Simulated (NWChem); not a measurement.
System: BH$_{2}$Br; SMILES BBr

The following NWChem deck was run.

```
start job
memory heap 200 mb stack 900 mb global 1100 mb
geometry units angstroms noautoz
  B      0.000000     0.000000    -1.523175
  H      0.000000     1.069568    -2.089682
  H      0.000000    -1.069568    -2.089682
  Br     0.000000     0.000000     0.376822
end
basis spherical
  * library aug-cc-pvdz
end
dft
  xc r2scan
  iterations 150
  vectors input atomic output neutral.movecs
end
task dft energy
charge 1
dft
  odft
  mult 2
  vectors input atomic output cation.movecs
end
task dft energy
charge -1
dft
  odft
  mult 2
  vectors input atomic output anion.movecs
end
task dft energy
```

Output (shortened):

```
             Northwest Computational Chemistry Package (NWChem) 7.3.0
             --------------------------------------------------------

 C2V symmetry detected

                             Geometry "geometry" -> ""
                             -------------------------

 Output coordinates in angstroms (scale by  1.889725989 to convert to a.u.)

  No.       Tag          Charge          X              Y              Z
 ---- ---------------- ---------- -------------- -------------- --------------
    1 B                    5.0000     0.00000000     0.00000000    -1.55635431
    2 H                    1.0000     0.00000000     1.06956800    -2.12286131
    3 H                    1.0000     0.00000000    -1.06956800    -2.12286131
    4 Br                  35.0000     0.00000000     0.00000000     0.34364269

 Effective nuclear repulsion energy (a.u.)      67.1381180418

      Symmetry information
      --------------------

 Group name             C2v
 Group number             16
 Group order               4
 No. of unique centers     3

                                 NWChem DFT Module
                                 -----------------

 Summary of "ao basis" -> "ao basis" (spherical)
 ------------------------------------------------------------------------------
       Tag                 Description            Shells   Functions and Types
 ---------------- ------------------------------  ------  ---------------------
 B                        aug-cc-pvdz                9       23   4s3p2d
 H                        aug-cc-pvdz                5        9   3s2p
 Br                       aug-cc-pvdz               14       36   6s5p3d

      Symmetry analysis of basis
      --------------------------

        a1         35
        a2          7
        b1         15
        b2         20

            General Information
            -------------------
          SCF calculation type: DFT
          Wavefunction type:  closed shell.
          No. of atoms     :     4
          No. of electrons :    42
           Alpha electrons :    21
            Beta electrons :    21
          Charge           :     0
          Spin multiplicity:     1
          Use of symmetry is: on ; symmetry adaption is: on
          Maximum number of iterations: 150
          AO basis - number of functions:    77
                     number of shells:    33
          Convergence on energy requested:  1.00D-06
          Convergence on density requested:  1.00D-05
          Convergence on gradient requested:  5.00D-04

              XC Information
              --------------
                      r^2SCAN Method XC Functional
               r^2SCAN metaGGA Exchange Functional  1.000
                     r^2SCAN Correlation Potential  1.000

             Grid Information
             ----------------
          Grid used for XC integration:  medium
          Radial quadrature: Mura-Knowles
          Angular quadrature: Lebedev.
          Tag              B.-S. Rad. Rad. Pts. Rad. Cut. Ang. Pts.
          ---              ---------- --------- --------- ---------
          B                   0.85       49          12.0       434
          H                   0.35       45          13.0       434
          Br                  1.15      112          13.0       590
          Grid pruning is: on
          Number of quadrature shells:   206
          Spatial weights used:  Erf1

      Superposition of Atomic Density Guess
      -------------------------------------

 Sum of atomic energies:       -2597.90590576

      Non-variational initial energy
      ------------------------------

 Total energy =   -2598.393960
 1-e energy   =   -3747.903911
 2-e energy   =    1082.371832
 HOMO         =      -0.342657
 LUMO         =      -0.029302

      Symmetry analysis of molecular orbitals - initial
      -------------------------------------------------

  Numbering of irreducible representations:

     1 a1          2 a2          3 b1          4 b2

  Orbital symmetries:

     1 a1          2 a1          3 a1          4 b2          5 b1
     6 a1          7 a1          8 a1          9 b2         10 b1
    11 a1         12 b2         13 b1         14 a1         15 a2
    16 a1         17 a1         18 b2         19 a1         20 b1
    21 b2         22 b1         23 a1         24 a1         25 b2
    26 b1         27 a1         28 b2         29 a1         30 b1
    31 b2

   convergence    iter        energy       DeltaE   RMS-Dens  Diis-err
 ---------------- ----- ----------------- --------- --------- ---------
 d= 0,ls=0.0,diis     1  -2600.1201024201 -2.67D+03  1.33D-02  2.66D-01
 d= 0,ls=0.0,diis     2  -2600.0927112410  2.74D-02  7.78D-03  3.53D-01
 d= 0,ls=0.0,diis     3  -2600.1467569221 -5.40D-02  2.00D-03  3.37D-02
 d= 0,ls=0.0,diis     4  -2600.1530404545 -6.28D-03  4.66D-04  6.15D-04
 d= 0,ls=0.0,diis     5  -2600.1531286360 -8.82D-05  9.04D-05  3.55D-05
  Resetting Diis
 d= 0,ls=0.0,diis     6  -2600.1531338453 -5.21D-06  1.39D-05  1.47D-06
 d= 0,ls=0.0,diis     7  -2600.1531340787 -2.33D-07  2.33D-06  6.10D-09

         Total DFT energy =    -2600.153134078703
      One electron energy =    -3748.956446016157
           Coulomb energy =     1177.693549152277
    Exchange-Corr. energy =      -96.028355256608
 Nuclear repulsion energy =       67.138118041785

 Numeric. integr. density =       42.000001700035

                  Occupations of the irreducible representations
                  ----------------------------------------------

                     irrep           alpha         beta
                     --------     --------     --------
                     a1               11.0         11.0
                     a2                1.0          1.0
                     b1                4.0          4.0
                     b2                5.0          5.0

                       DFT Final Molecular Orbital Analysis
                       ------------------------------------

 Vector   19  Occ=2.000000D+00  E=-3.562970D-01  Symmetry=a1
              MO Center= -3.6D-16,  1.0D-13, -6.5D-01, r^2= 2.8D+00
   Bfn.  Coefficient  Atom+Function         Bfn.  Coefficient  Atom+Function
  ----- ------------  ---------------      ----- ------------  ---------------
    56      0.427951  4 Br pz                 7     -0.370488  1 B  pz
    59      0.297459  4 Br pz                24      0.179812  2 H  s
    33      0.179812  3 H  s                  3      0.176042  1 B  s
    46      0.131196  4 Br s                 10     -0.128271  1 B  pz
    47      0.055558  4 Br s                 45      0.053114  4 Br s

 Vector   20  Occ=2.000000D+00  E=-3.105479D-01  Symmetry=b1
              MO Center= -1.0D-16, -3.8D-17,  1.2D-01, r^2= 1.7D+00
   Bfn.  Coefficient  Atom+Function         Bfn.  Coefficient  Atom+Function
  ----- ------------  ---------------      ----- ------------  ---------------
    54      0.526922  4 Br px                57      0.476272  4 Br px
     5      0.169255  1 B  px                 8      0.062860  1 B  px
    17     -0.031360  1 B  d  1              60      0.026838  4 Br px

 Vector   21  Occ=2.000000D+00  E=-2.662702D-01  Symmetry=b2
              MO Center= -9.1D-16, -2.3D-15, -1.7D-01, r^2= 2.6D+00
   Bfn.  Coefficient  Atom+Function         Bfn.  Coefficient  Atom+Function
  ----- ------------  ---------------      ----- ------------  ---------------
    55      0.507977  4 Br py                58      0.485663  4 Br py
     6     -0.185288  1 B  py                24     -0.184706  2 H  s
    33      0.184706  3 H  s                  9     -0.182111  1 B  py
    61      0.057894  4 Br py                15      0.038059  1 B  d -1
    26      0.030493  2 H  s                 35     -0.030493  3 H  s

 Vector   22  Occ=0.000000D+00  E=-9.853533D-02  Symmetry=b1
              MO Center= -5.5D-13, -3.8D-15, -1.3D+00, r^2= 2.6D+00
   Bfn.  Coefficient  Atom+Function         Bfn.  Coefficient  Atom+Function
  ----- ------------  ---------------      ----- ------------  ---------------
     5      0.575552  1 B  px                 8      0.457313  1 B  px
    57     -0.272076  4 Br px                54     -0.219843  4 Br px
    60     -0.135377  4 Br px                11      0.116983  1 B  px
    71      0.075897  4 Br d  1              66     -0.039052  4 Br d  1
    30      0.038770  2 H  px                39      0.038770  3 H  px

 Vector   23  Occ=0.000000D+00  E= 1.754141D-02  Symmetry=a1
              MO Center=  2.2D-14,  7.6D-14,  4.7D-01, r^2= 1.1D+01
   Bfn.  Coefficient  Atom+Function         Bfn.  Coefficient  Atom+Function
  ----- ------------  ---------------      ----- ------------  ---------------
    47      1.192242  4 Br s                 13     -0.855384  1 B  pz
     4     -0.748023  1 B  s                 10     -0.695219  1 B  pz
    62     -0.648175  4 Br pz                 3     -0.465414  1 B  s
    59     -0.429861  4 Br pz                46      0.398675  4 Br s
    45      0.265200  4 Br s                 26     -0.263520  2 H  s

 Vector   24  Occ=0.000000D+00  E= 2.956448D-02  Symmetry=a1
              MO Center=  9.6D-14, -4.9D-16, -1.5D+00, r^2= 1.0D+01
   Bfn.  Coefficient  Atom+Function         Bfn.  Coefficient  Atom+Function
  ----- ------------  ---------------      ----- ------------  ---------------
     3      2.240808  1 B  s                  4      1.734188  1 B  s
    26     -1.451328  2 H  s                 35     -1.451328  3 H  s
    25     -1.006032  2 H  s                 34     -1.006032  3 H  s
    13     -0.553817  1 B  pz                10     -0.431840  1 B  pz
    62      0.281531  4 Br pz                 2      0.279620  1 B  s

     Multipole analysis of the density
     ---------------------------------

     L   x y z        total         alpha         beta         nuclear
     -   - - -        -----         -----         ----         -------
     0   0 0 0     -0.000000    -21.000000    -21.000000     42.000000

     1   1 0 0     -0.000000     -0.000000     -0.000000      0.000000
     1   0 1 0     -0.000000     -0.000000     -0.000000      0.000000
     1   0 0 1     -0.223399     -0.111700     -0.111700      0.000000

     2   2 0 0    -18.516020     -9.258010     -9.258010      0.000000
     2   1 1 0      0.000000      0.000000      0.000000      0.000000
     2   1 0 1      0.000000      0.000000      0.000000      0.000000
     2   0 2 0    -19.733945    -13.952183    -13.952183      8.170422
     2   0 1 1      0.000000      0.000000      0.000000      0.000000
     2   0 0 2    -18.164181    -54.180052    -54.180052     90.195923

                                 NWChem DFT Module
                                 -----------------

      Symmetry analysis of basis
      --------------------------

        a1         35
        a2          7
        b1         15
        b2         20

            General Information
            -------------------
          SCF calculation type: DFT
          Wavefunction type:  spin polarized.
          No. of atoms     :     4
          No. of electrons :    41
           Alpha electrons :    21
            Beta electrons :    20
          Charge           :     1
          Spin multiplicity:     2
          Use of symmetry is: on ; symmetry adaption is: on
          Maximum number of iterations: 150
          AO basis - number of functions:    77
                     number of shells:    33
          Convergence on energy requested:  1.00D-06
          Convergence on density requested:  1.00D-05
          Convergence on gradient requested:  5.00D-04

              XC Information
              --------------
                      r^2SCAN Method XC Functional
               r^2SCAN metaGGA Exchange Functional  1.000
                     r^2SCAN Correlation Potential  1.000

             Grid Information
             ----------------
          Grid used for XC integration:  medium
          Radial quadrature: Mura-Knowles
          Angular quadrature: Lebedev.
          Tag              B.-S. Rad. Rad. Pts. Rad. Cut. Ang. Pts.
          ---              ---------- --------- --------- ---------
          B                   0.85       49          12.0       434
          H                   0.35       45          13.0       434
          Br                  1.15      112          13.0       590
          Grid pruning is: on
          Number of quadrature shells:   206
          Spatial weights used:  Erf1

      Superposition of Atomic Density Guess
      -------------------------------------

 Sum of atomic energies:       -2597.90590576

 Renormalizing density from      42.00 to     41

      Non-variational initial energy
      ------------------------------

 Total energy =   -2560.086079
 1-e energy   =   -3658.668103
 2-e energy   =    1031.443906
 HOMO         =      -0.646977
 LUMO         =      -0.316720

   Symmetry analysis of molecular orbitals - initial alpha
   -------------------------------------------------------

  Numbering of irreducible representations:

     1 a1          2 a2          3 b1          4 b2

  Orbital symmetries:

     1 a1          2 a1          3 a1          4 b2          5 b1
     6 a1          7 a1          8 b2          9 b1         10 a1
    11 a1         12 b2         13 b1         14 a1         15 a2
    16 a1         17 a1         18 b2         19 b1         20 a1
    21 b2         22 b1         23 a1         24 a1         25 b2
    26 b1         27 a1         28 a1         29 a1         30 b2
    31 b2

   Symmetry analysis of molecular orbitals - initial beta
   ------------------------------------------------------

  Numbering of irreducible representations:

     1 a1          2 a2          3 b1          4 b2

  Orbital symmetries:

     1 a1          2 a1          3 a1          4 b2          5 b1
     6 a1          7 a1          8 b2          9 b1         10 a1
    11 a1         12 b2         13 b1         14 a1         15 a2
    16 a1         17 a1         18 b2         19 b1         20 a1
    21 b2         22 b1         23 a1         24 a1         25 b2
    26 b1         27 a1         28 a1         29 a1         30 b2
    31 b2

   convergence    iter        energy       DeltaE   RMS-Dens  Diis-err
 ---------------- ----- ----------------- --------- --------- ---------
 d= 0,ls=0.0,diis     1  -2599.2495374378 -2.67D+03  2.44D-02  1.12D+00
                                                     2.29D-02  1.11D+00
 d= 0,ls=0.0,diis     2  -2597.0030284136  2.25D+00  2.23D-02  3.94D+00
                                                     2.05D-02  2.92D+00
 d= 0,ls=0.0,diis     3  -2599.5669240397 -2.56D+00  6.50D-03  1.70D-01
                                                     9.83D-03  1.86D-01
 d= 0,ls=0.0,diis     4  -2599.6862777112 -1.19D-01  2.75D-03  9.98D-02
                                                     1.92D-03  8.28D-02
 d= 0,ls=0.0,diis     5  -2599.7510273970 -6.47D-02  9.51D-04  1.11D-02
                                                     9.07D-04  1.03D-02
  Resetting Diis
 d= 0,ls=0.0,diis     6  -2599.7588853393 -7.86D-03  3.57D-04  1.22D-03
                                                     2.40D-04  1.05D-03
 d= 0,ls=0.0,diis     7  -2599.7597255692 -8.40D-04  2.21D-04  6.18D-05
                                                     3.74D-04  5.53D-05
 d= 0,ls=0.0,diis     8  -2599.7594453753  2.80D-04  1.42D-04  3.61D-04
                                                     2.71D-04  4.16D-04
 d= 0,ls=0.0,diis     9  -2599.7597797086 -3.34D-04  1.93D-05  1.30D-06
                                                     1.99D-05  1.04D-06
 d= 0,ls=0.0,diis    10  -2599.7597805930 -8.84D-07  5.59D-06  1.41D-07
                                                     6.67D-06  1.11D-07

[...]
```

Level: r2SCAN/aug-cc-pVDZ, vertical spin-unrestricted ions. Geometry: optimised at PBE-D3(BJ)/def2-SVP.
